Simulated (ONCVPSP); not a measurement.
fluorine (F): one change to an ONCV potential, before and after

fluorine (F), optimised norm-conserving Vanderbilt (ONCV), made with ONCVPSP 4.0.1 (LDA (Perdew-Wang 92), scalar-relativistic). Core [He], reference 2s2 2p4.75 (charge +0.25). Waves: 2s: rc 0.55 bohr, ncon 4, nbas 8, qcut 11.8 1/bohr, 2 projectors, debl 0.4 Ha; 2p: rc 1.45 bohr, ncon 4, nbas 8, qcut 9.6 1/bohr, 3 projectors, debl 1.6 Ha; d scattering state at 0.21 Ha: rc 1.30 bohr, ncon 4, nbas 9, qcut 7.1 1/bohr, 2 projectors, debl 3.8 Ha. Local part: polynomial inside 0.40 bohr (lpopt 5, dvloc0 3 Ha). Core correction: Teter function fitted to the true core (icmod 2), fcfact 0.6.

In the s channel the program set the typed energies aside and used -1.237, 0.250 Ha.

Change: s: qcut 16.5; p: qcut 13.4; d: qcut 9.9.

Cutoffs: the cutoffs (Ha) at which the residual kinetic energy of the hardest occupied pseudo-wave falls to 1 and 0.1 mHa per electron; they do not see the model core or the augmentation charge, which bear on the density cutoff. Errors are all-electron minus pseudo energies relative to the spin-unpolarised reference configuration.

**Question.** How do hardness, ghosts and transferability respond?

**Answer.** The potential gets softer (146 Ha and 550 Ha → 114 Ha and 378 Ha); both files keep a bound ghost (s); the lowest positive-energy flag moves from d at 22.7 eV to none; of the 4 tests that both files solve, the error grows in 0 and shrinks in 4 by more than 15 % and 0.3 meV (median size 26.4 → 10.5 meV); the range in which the d phases agree widens (upper end 0.8 → at the end of the scan).

```csv
quantity,base,changed
"cutoff, loose",146 Ha,114 Ha
"cutoff, tight",550 Ha,378 Ha
loose cutoff by channel,"s 146 Ha, p 33 Ha","s 114 Ha, p 43 Ha"
bound ghosts,s,s
GHOST(+) flags under 300 eV,d at 22.7 eV,none
"error for 2s2 2p5, meV [ΔE -3.31 eV]",+1.6,+1.0
"error for 2s2 2p4, meV [ΔE 16.25 eV]",+25,+13
"error for 2s2 2p3, meV [ΔE 54.77 eV]",+254,+144
"error for 2s1 2p5, meV [ΔE 34.91 eV]",-28,-7.6
s: phases at 0.56 bohr within 0.05 rad from the reference energy up to (Ha; the scan ends near 5),to the end of the scan,to the end of the scan
p: phases at 1.47 bohr within 0.05 rad from the reference energy up to (Ha; the scan ends near 5),to the end of the scan,to the end of the scan
d: phases at 1.32 bohr within 0.05 rad from the reference energy up to (Ha; the scan ends near 5),0.8,to the end of the scan
"rms error of d²Exc/dni dnj with the model core, mHa",1.54,1.49
```

 A true bound ghost makes a file unfit for plane-wave use even where its test errors are small: the radial tests pick states by their node count and pass the ghost by.
